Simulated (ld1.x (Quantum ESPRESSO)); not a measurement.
**What one change does to a pseudopotential (Co (Z = 27), RRKJ)**

ld1.x (Quantum ESPRESSO) 7.5 input, shortened:

```
&input
   title='Co', zed=27., rel=1, dft='REVPBE', iswitch=3,
   config='[Ar] 3d7 4s2 4p0'
 /
 &inputp
   pseudotype=2, tm=.false., lloc=0,
   nlcc=.true., rcore=1.00
 /
3
4P  2  1   0.00   0.00  2.40  2.40  0.0
3D  3  2   7.00   0.00  1.75  1.75  0.0
4S  1  0   2.00   0.00  2.00  2.00  0.0
 &test
   configts(1)='3d7 4s2 4p0'
 /
```

Change: wave 4s (bound): rc 2.00 bohr becomes 4s (bound): rc 1.62 bohr.

Cutoffs: the cutoffs (Ry, on a coarse ladder) from which the occupation-weighted sum of valence levels, in a spherical-Bessel basis at the reference potential, stays within 10 and 1 mRy of its value at 400 Ry; they do not see the model core or the augmentation charge, which bear on the density cutoff. Errors are all-electron minus pseudo energies relative to the spin-unpolarised reference configuration.

**Question.** What does the change do?

**Answer.** The potential gets neither clearly harder nor softer (60 Ry and 90 Ry → 60 Ry and 90 Ry); the d channel sets the loose cutoff, while the largest relative change is in s, which becomes harder; of the 7 tests that both files solve, the error grows in 0 and shrinks in 6 by more than 15 % and 0.3 meV (median size 8.5 → 4.0 meV); the range in which the s phases agree narrows (upper end 2.8 → 1.8); neither file shows a bound ghost. Less of the atom is replaced, so other configurations are described better.

| quantity | base | changed |
| --- | --- | --- |
| cutoff, loose | 60 Ry | 60 Ry |
| cutoff, tight | 90 Ry | 90 Ry |
| loose cutoff by channel (10 mRy a level) | d 55 Ry, s 8 Ry | d 55 Ry, s 21 Ry |
| bound ghosts | none | none |
| error for 3d7 4s1 4p0, meV [ΔE 8.93 eV] | -3.7 | -0.2 |
| error for 3d7 4s0 4p0, meV [ΔE 25.55 eV] | -30 | -14 |
| error for 3d6 4s0 4p0, meV [ΔE 61.31 eV] | -346 | -378 |
| error for 3d6 4s2 4p0, meV [ΔE 15.12 eV] | -157 | -60 |
| error for 3d7 4s1 4p1, meV [ΔE 4.33 eV] | -1.8 | -0.3 |
| error for 3d7 4s0 4p2, meV [ΔE 8.91 eV] | -8.5 | -4.0 |
| error for 3d7 4s1.5 4p0, meV [ΔE 3.56 eV] | -0.8 | 0.0 |
| s: phases at 2.61 bohr within 0.05 rad from the reference energy up to (Ry; the scan ends near 5) | 2.8 | 1.8 |
| p: phases at 2.61 bohr within 0.05 rad from the reference energy up to (Ry; the scan ends near 5) | to the end of the scan | 4.3 |
| d: phases at 2.61 bohr within 0.05 rad from the reference energy up to (Ry; the scan ends near 5) | 0.5 | 0.6 |
